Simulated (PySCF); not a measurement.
# Cadmium: a sound run and one with changed settings

Sound run: Cd²⁺ [Kr] 4d10, Cd³⁺ [Kr] 4d9. All numbers are calculated (PySCF 2.14, a scalar-relativistic core potential, in cc-pVTZ-PP with ECP28MDF). In the sound run the correlated levels freeze 4s2 4p6 outside the core potential. The sound run starts from symmetry-adapted Hartree-Fock orbitals and uses a fine grid where one is needed.

A second run was set up differently.

```tsv
species	method	sound run (hartree)	changed run (hartree)	converged
Cd²⁺	UHF	-165.99737	-165.99737	yes
Cd²⁺	BP86	-166.86521	-166.86521	yes
Cd²⁺	PBE	-166.76838	-166.76838	yes
Cd²⁺	MP2	-166.36018	-166.31112	yes
Cd³⁺	UHF	-164.67842	-164.67841	yes
Cd³⁺	BP86	-165.48055	-165.48068	no
Cd³⁺	PBE	-165.38691	-165.38690	no
Cd³⁺	MP2	-164.96990	-164.93256	yes
```

Ionisation energy of Cd²⁺:

| method | sound run (eV) | changed run (eV) |
| --- | --- | --- |
| UHF | 35.890 | 35.891 |
| MP2 | 37.831 | 37.512 |
| SCS-MP2 | 37.614 | 37.330 |

**Question.** What was changed?
A. a valence shell is frozen
B. level shift left on
C. all electrons correlated in a valence basis
D. basis contracted for another Hamiltonian

**Answer.** B. It used initial guess minao, at most 50 SCF cycles, level shift 0.5 hartree. A level shift leaves the converged SCF energy unchanged but raises the virtual orbital energies, which shrinks MP2 if it is not removed.
